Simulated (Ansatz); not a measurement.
Q: Name a neutral molecule of Cl, F, Si and H with LUMO energy (B3LYP/def2-TZVPP) between -2.15 and -1.85 eV and HOMO energy (PBE/def2-TZVPP) between -6.20 and -5.90 eV (Ansatz, PBE0-D4/def2-TZVP geometry).

A: `F[Si@H]1[SiH2][Si@@H]1Cl` (-2.10 eV, -6.20 eV). Other molecules can fit too; these were computed, each in one conformer that needn't be the lowest.

B3LYP here is the variant with VWN-RPA as its local correlation; programs differ in this.
